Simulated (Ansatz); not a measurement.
Calculated with Ansatz (gas phase, PBE0-D4/def2-TZVP geometries, no zero-point term in ΔE). CCSD(T)/CBS adds triple-zeta CCSD(T) − MP2 to the extrapolated MP2 energy (def2 sets, frozen cores). DFT in def2-TZVPP. B3LYP here is the variant with VWN-RPA as its local correlation; programs differ in this. For Ge outer-core shells are correlated without core-valence functions, which leaves a few kJ/mol of doubt a bond. Scalar relativity is left out up to krypton. Each species was taken in one conformer, which may not be the lowest.

Reaction (cleavage of the Ge–Si bond): `[SiH3][SiH2][SiH2][SiH2][GeH3]` + `N=CBO` → `OB/C=[N]/[GeH3]` + `[SiH3][SiH2][SiH2][SiH3]`

Q: Is it downhill or uphill in electronic energy at CCSD(T)/CBS, and by how much? (An estimate is asked.)

A: Ansatz gave: Uphill: ΔE = +42.0 kJ/mol.

Q: What do these levels give: B2PLYP, B3LYP, SCS-MP2/def2-TZVPP, CCSD/def2-TZVPP, HF/CBS(def2), MP2/CBS(def2)? (Estimate.)

A: Ansatz gave: B2PLYP 31.2, B3LYP 30.0, SCS-MP2/def2-TZVPP 29.1, CCSD/def2-TZVPP 36.7, HF/CBS(def2) 13.5, MP2/CBS(def2) 38.9 kJ/mol.

Largest T1 diagnostic among the species: 0.014.

The D4 term adds +9.2 kJ/mol with B3LYP and +5.4 kJ/mol with PBE0; it sums over pairs of atoms, weighted by their polarisabilities, and B3LYP, whose exchange is more repulsive, gets the larger term. In def2-TZVPP, CCSD(T) changes the Hartree–Fock value by +23.7 kJ/mol (the triples alone add +2.1 kJ/mol) and MP2 by +20.6 kJ/mol.
